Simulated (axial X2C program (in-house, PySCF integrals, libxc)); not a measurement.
# BeH: properties at the nuclei

Computed with an axial X2C code built on PySCF integrals: two-component X2C with atomic mean-field Coulomb and Gaunt terms, Gaussian nuclei, basis Be dyall-cv3z, H dyall-v3z with contracted cores.

R = 1.348 Å (near the PBE0 minimum at charge 0 of the determinant lowest at the starting distance; the state shown can have its own minimum elsewhere).

Input and command:
```json
{"zs": [4, 1], "q": 0, "bas": ["dyall-cv3z", "dyall-v3z"], "r0": 1.34, "levels": ["PBE0", "HF", "LDA", "PBE50", "r2SCAN"], "nst": 3}
```
```bash
python soeom.py task.json out
```

Keys: zs atomic numbers; q charge; bas basis sets; r0 starting distance in Å; levels methods; nst determinants followed.

Determinant lowest in the PBE0 search, Ω = 1/2 (⟨Sz⟩ = 0.50, ⟨Lz⟩ = 0.00 at PBE0), spin on the atoms Be 0.45, H 0.05:

```tsv
level	Eeff magnitude (GV/cm)	Ws magnitude Be (kHz)	A∥/gI Be (MHz)	qzz Be (a.u.)	A∥/gI H (MHz)	qzz H (a.u.)	μ (D)
PBE0	0.00224	0.0018	250	-0.22	35.8	0.12	-0.26
HF	0.0023	0.00184	262	-0.21	33.5	0.12	-0.29
LDA	0.00219	0.00178	247	-0.22	33.7	0.11	-0.21
PBE50	0.00226	0.00181	253	-0.22	35.3	0.12	-0.27
r2SCAN	0.00235	0.00183	264	-0.22	41.7	0.12	-0.29
```

Determinant 2.45 eV from it at PBE0 and this distance, Ω = 3/2 (⟨Sz⟩ = 0.50, ⟨Lz⟩ = 1.00 at PBE0), spin on the atoms Be 0.58, H -0.08:

| level | Eeff magnitude (GV/cm) | Ws magnitude Be (kHz) | Ws magnitude H (kHz) | A∥/gI Be (MHz) | qzz Be (a.u.) | A∥/gI H (MHz) | qzz H (a.u.) | μ (D) |
| --- | --- | --- | --- | --- | --- | --- | --- | --- |
| PBE0 | 4.33e-05 | 4.45e-06 | 1.91e-06 | 43.4 | 0.04 | -12.8 | 0.13 | -2.45 |
| HF | 0.000184 | 2.14e-05 | 3.95e-06 | 72.3 | 0.03 | -28.5 | 0.13 | -2.44 |
| LDA | 1.46e-05 | 1.15e-05 | 1.3e-06 | 32.5 | 0.04 | -7.43 | 0.13 | -2.38 |
| PBE50 | 8.04e-05 | 3.86e-06 | 2.01e-06 | 45.5 | 0.03 | -14.1 | 0.13 | -2.53 |
| r2SCAN | 2.49e-05 | 1.19e-05 | 2.85e-06 | 59.2 | 0.03 | -19.3 | 0.13 | -2.40 |

Eeff is the effective electric field on the electron electric dipole moment in this Ω state and Ws the scalar–pseudoscalar constant of the nucleus named (defined with the proton number Z and per Ω); A∥ (defined per Ω) follows by multiplying with gI = μI/(I μN); qzz is the electric field gradient, eQq0 = 234.96 MHz × Q/barn × qzz; μ is positive if the H end (last atom) is positive. The operators were transformed with the bare-nucleus X2C matrices; with these basis sets, hyperfine constants and field gradients can be off by tens of per cent, and where levels differ in sign neither size nor sign is settled.

Problem. With gI(9Be) = -0.7850, Q(9Be) = 0.05288 barn, gI(1H) = 5.5857 (g factors from the IAEA table of nuclear moments by Stone; Q from Pyykkö, Mol. Phys. 2018), turn the PBE0 values of the first state into constants in MHz.

Solution. A∥(9Be) = 250 × -0.7850 = -196 MHz; eQq0(9Be) = 234.96 × (0.05288) × (-0.22) = -2.73 MHz; A∥(1H) = 35.8 × 5.5857 = 200 MHz.

Each state is one determinant with collinear spin. Unrestricted Hartree–Fock can overshoot spin polarisation at the nuclei. Where Eeff spreads by more than a factor of two the levels disagree and none is to be relied on. The search compared states at one distance, so a state with another bond length can lie lower. The sign of Ws at Be differs between levels in the second state. PBE0 term energies can be off by some tenths of an eV.
